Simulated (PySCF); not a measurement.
Problem. Write Cartesian coordinates for `C[C@@H](Cl)[C@@H](C)C#N` as optimised with GFN2-xTB.

Solution. 
```
atom  x, y, z in Å
C1     1.589   -0.253    0.472
C2     0.700   -0.332   -0.755
Cl3    0.509   -2.052   -1.244
C4    -0.699    0.277   -0.551
C5    -1.468   -0.328    0.627
C6    -0.557    1.703   -0.358
N7    -0.442    2.827   -0.189
H8     2.584   -0.624    0.238
H9     1.669    0.785    0.793
H10    1.184   -0.848    1.286
H11    1.183    0.160   -1.604
H12   -1.275    0.123   -1.472
H13   -2.489    0.047    0.635
H14   -1.494   -1.410    0.526
H15   -1.001   -0.067    1.573
```

Orientation and origin are arbitrary. Atoms count from 1 in this order. Of the pairs four or more bonds apart, C6···H9 is among the closest relative to their van der Waals radii: 2.67 Å, 92 % of the sum of Bondi's values. The C–C distances run from 1.446 Å (C4–C6, drawn single) to 1.539 Å (C2–C4, drawn single), a spread of 0.093 Å.

Bonds between heavy atoms (Å): C1–C2 1.517, C2–Cl3 1.798, C2–C4 1.539, C4–C5 1.532, C4–C6 1.446, C6≡N7 1.143.

Computed geometry: GFN2-xTB, gas phase.

Point group: C1 (no symmetry element, even within 0.4 Å). Stationary, but not proved a minimum. One conformer, not necessarily the lowest (C1–C2–C4–C5 -56°).
